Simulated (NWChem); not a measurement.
System: MgHF; SMILES [MgH][F]

```xyz
3

Mg    -0.0009    -0.5924     0.0000
H     -0.0055    -2.2802     0.0000
F      0.0008     1.1687     0.0000
```
Atoms are numbered in this order, from 1.

All runs: NWChem. All runs use the structure optimised with PBE0/def2-SVP. B3LYP is NWChem's, with the RPA form of VWN correlation. Vertical excitations in the gas phase; the lowest state need not have the same character in each row.

```
level                     lowest excitation, singlet (eV)  oscillator strength of that lowest state  orbital gap (eV)  relative time
------------------------  -------------------------------  ----------------------------------------  ----------------  -------------
PBE/def2-SVPD, TDA                                   6.32                                     0.089              5.49              1
B3LYP/def2-SVPD, TDA                                 6.70                                     0.201              6.95              2
LRC-wPBEh/def2-SVPD, TDA                             6.84                                     0.239             10.77              4
BHandHLYP/def2-SVPD, TDA                             7.11                                     0.265              9.10              2
```

Times are rough ratios from one shared machine.
